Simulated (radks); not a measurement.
N+, 6 electrons, occupied as [He] 2s1 2p3 (not the ground configuration). Calculated with a radial shooting solver on a logarithmic mesh with Libxc functionals: scalar-relativistic Kohn-Sham, PBE, spin-polarised, spherical densities, point nucleus; open shells are filled with parallel spins first.

Local quantities along the radius. ELF = 1/(1 + alpha^2) is the electron localisation function; alpha = (tau - tau_W)/tau_unif compares the Pauli kinetic energy density with that of the uniform gas (summed over spins). tau is taken from the large components.

```
   r/bohr * ELF (the largest magnitude, 1, reaches the edge; | marks zero)
 0.009744 |                                                      *
    0.012 |                                                      *
  0.01477 |                                                      *
  0.01804 |                                                      *
  0.02221 |                                                      *
  0.02735 |                                                      *
   0.0334 |                                                      *
  0.04113 |                                                      *
  0.05063 |                                                      *
  0.06185 |                                                      *
  0.07614 |                                                      *
  0.09375 |                                                      *
   0.1145 |                                                      *
    0.141 |                                                      *
   0.1736 |                                                      *
    0.212 |                                                     *
    0.261 |                                                *
   0.3214 |                                *
   0.3925 |              *
   0.4833 |           *
   0.5903 |                      *
   0.7268 |                                     *
   0.8948 |                                             *
    1.093 |                                               *
    1.346 |                                               *
    1.657 |                                            *
    2.024 |                                     *
    2.491 |                       *
    3.068 |        *
    3.747 | *
    4.613 *
```

On this mesh the ELF has minima near r = 0.44 bohr, which separate the shells, and maxima near 1.2 (0.87).
